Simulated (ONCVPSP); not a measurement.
## Logarithmic derivatives: scandium (Sc), ONCV

```json
{
 "Element": "Sc",
 "Generator": "ONCVPSP 4.0.1",
 "Type": "optimised norm-conserving Vanderbilt (ONCV)",
 "Functional": "LDA (Perdew-Zunger)",
 "Relativity": "scalar-relativistic",
 "Frozen core": "[Ne]",
 "Valence charge": "11",
 "Reference configuration": "3s2 3p6 3d2 4s1",
 "Partial waves": "3s+4s: rc 2.20 bohr, ncon 3, nbas 8, qcut 6.4 1/bohr, 2 projectors; 3p: rc 1.80 bohr, ncon 4, nbas 8, qcut 7.4 1/bohr, 3 projectors, debl 2.7 Ha; 3d: rc 2.10 bohr, ncon 4, nbas 9, qcut 7.2 1/bohr, 2 projectors, debl 3.6 Ha",
 "Local potential": "polynomial inside 1.25 bohr (lpopt 5, dvloc0 0 Ha)",
 "Core correction": "none"
}
```

The phase is arctan(r·R′/R) of the radial function R(r), unwrapped; energies in Ha, scanned from -3 to 5 Ha. A pole is an energy at which the radial function vanishes at the test radius. The pseudo phase is shifted by a multiple of π to meet the all-electron one at the reference energy, and phase errors are pseudo minus all-electron; the curves can meet again beyond the range given. Levels narrower than the energy grid can be missing from the lists of poles.

```json
{"channel": "s", "radius (bohr)": "2.24", "reference energy (Ha)": "-0.14", "poles, all-electron": "-1.82, 2.54", "poles, pseudo": "-1.82, 2.46", "unbroken range about the reference energy with phases within 0.05 rad": "below 3.5", "phase error 1 Ha above the reference energy (rad)": "-0.002"}
{"channel": "p", "radius (bohr)": "1.82", "reference energy (Ha)": "-1.13", "poles, all-electron": "-0.68", "poles, pseudo": "-0.68", "unbroken range about the reference energy with phases within 0.05 rad": "the whole range", "phase error 1 Ha above the reference energy (rad)": "-0.000"}
{"channel": "d", "radius (bohr)": "2.13", "reference energy (Ha)": "-0.06", "poles, all-electron": "0.37, 4.00", "poles, pseudo": "0.37, 4.01", "unbroken range about the reference energy with phases within 0.05 rad": "below 1.4", "phase error 1 Ha above the reference energy (rad)": "+0.011"}
```

Phases in the d channel:

| E (Ha) | all-electron | pseudo |
| --- | --- | --- |
| -2.98 | 1.333 | 1.333 |
| -2.54 | 1.308 | 1.308 |
| -2.10 | 1.273 | 1.274 |
| -1.66 | 1.221 | 1.222 |
| -1.22 | 1.131 | 1.132 |
| -0.78 | 0.925 | 0.927 |
| -0.34 | 0.062 | 0.065 |
| 0.10 | -1.310 | -1.310 |
| 0.54 | -1.681 | -1.677 |
| 0.98 | -1.964 | -1.952 |
| 1.42 | -2.638 | -2.586 |
| 1.86 | -3.914 | -3.880 |
| 2.30 | -4.362 | -4.354 |
| 2.74 | -4.524 | -4.522 |
| 3.18 | -4.611 | -4.610 |
| 3.62 | -4.670 | -4.670 |
| 4.06 | -4.718 | -4.718 |
| 4.50 | -4.765 | -4.762 |
| 4.94 | -4.818 | -4.810 |
